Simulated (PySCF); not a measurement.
Run record: excited-state job, `F[C@H]1C[P@@H](=[Se])C1`.

Computed with TDDFT PBE0/def2-SVPD, vertical, gas phase, core orbitals frozen in the response (PySCF 2.14.0, density-fitted response routines). Geometry: GFN2-xTB. A driver script takes a list of jobs; this job's settings line and coordinates (Å) are shown.

Command:
```bash
OMP_NUM_THREADS=1 python probes_run.py task.json out
```

Input:
```
{"job": {"kind": "uv", "xc": "PBE0", "basis": "def2-SVPD", "nstates": 8, "ntriplets": 3}, "charge": 0, "multiplicity": 1}
F      1.219804     1.757675     0.752648
C      0.599866     0.536613     0.760928
C     -0.897420     0.619695     0.427819
P     -0.731820    -0.870806    -0.674065
Se    -1.614260    -1.045902    -2.535783
C      1.038930    -0.368377    -0.400104
H      0.796703     0.098481     1.744016
H     -1.587347     0.591651     1.268303
H     -1.103037     1.504338    -0.179048
H     -0.888172    -1.931512     0.225608
H      1.784209    -1.127866    -0.173581
H      1.383743     0.235324    -1.242768
```

Task: Give the output.

Result: 
```
coarse grid: 49416 points
cycle   1  E = -2959.4224558452  dE = -4.901e-02  |g| = 5.230e-01  |ddm| = 4.926e+00
cycle   2  E = -2959.3430837199  dE =  7.937e-02  |g| = 7.869e-01  |ddm| = 1.758e+00
cycle   3  E = -2959.4863383731  dE = -1.433e-01  |g| = 1.195e-01  |ddm| = 1.126e+00
cycle   4  E = -2959.4892978237  dE = -2.959e-03  |g| = 3.685e-02  |ddm| = 2.163e-01
cycle   5  E = -2959.4896676505  dE = -3.698e-04  |g| = 9.473e-03  |ddm| = 7.477e-02
cycle   6  E = -2959.4896963644  dE = -2.871e-05  |g| = 3.318e-03  |ddm| = 2.387e-02
cycle   7  E = -2959.4896986938  dE = -2.329e-06  |g| = 4.267e-04  |ddm| = 4.516e-03
final grid: 102464 points
cycle   8  E = -2959.4897256634  dE = -1.121e-07  |g| = 4.700e-04  |ddm| = 1.140e-02
cycle   9  E = -2959.4897256276  dE =  3.585e-08  |g| = 6.106e-04  |ddm| = 1.718e-03
cycle  10  E = -2959.4897257199  dE = -9.229e-08  |g| = 4.597e-05  |ddm| = 9.049e-04
cycle  11  E = -2959.4897257203  dE = -4.625e-10  |g| = 1.368e-05  |ddm| = 1.006e-04
converged SCF energy = -2959.4897257203

Static polarisability (au): isotropic 90.838, principal 75.610 78.335 118.568

Singlet excitations
state   eV       nm        f      main configurations
  1   4.7771    259.5   0.00922   H->L 0.96
  2   4.8014    258.2   0.00651   H-1->L 0.97
  3   5.0468    245.7   0.00034   H->L+1 0.95
  4   5.3144    233.3   0.00234   H->L+2 0.50, H-1->L+1 0.45
  5   5.3947    229.8   0.00616   H-1->L+2 0.93
  6   5.7135    217.0   0.13716   H->L+2 0.37, H-1->L+1 0.35, H->L+3 0.22
  7   6.0252    205.8   0.05411   H-1->L+3 0.96
  8   6.0762    204.0   0.10103   H->L+3 0.73, H-1->L+1 0.11

Triplet excitations (Tamm-Dancoff, eV): 4.2373 4.3034 4.5975
```

The SCF starts on a coarse grid where the log names one; the energy can jump when the final grid takes over, and dE then counts from the start density on the new grid. H and L stand for HOMO and LUMO; the number after each pair is its weight.

Task: Which computed singlet has the largest oscillator strength, and what do all of them sum to?

Result: State 6 at 5.71 eV (217 nm), f = 0.137; the 8 states sum to 0.317.

Task: Give the mean polarisability as a volume in Å³, and the ratio of the largest to the smallest principal value.

Result: 90.838 au × 0.148185 = 13.46 Å³; 118.568/75.610 = 1.57.

Summary of the converged run: HOMO -6.51 eV, LUMO -0.39 eV; lowest singlet 4.78 eV; lowest triplet 4.24 eV (Tamm–Dancoff); mean polarisability 90.8 au.

 Relativistic effects, spin–orbit coupling among them, are left out although an element past zinc is present.

Task: How long does this job take on one thread, Arm Neoverse V1 (aarch64), no GPU, shared host with 32 logical CPUs at a one-minute load of 13? And the peak memory of the process?

Result: About 30 s, with 0.81 GiB resident at the peak, the Python interpreter and its libraries included.

One conformer stands for the species.
Labels such as C1 count atoms from 1, the log's own numbers from 0.
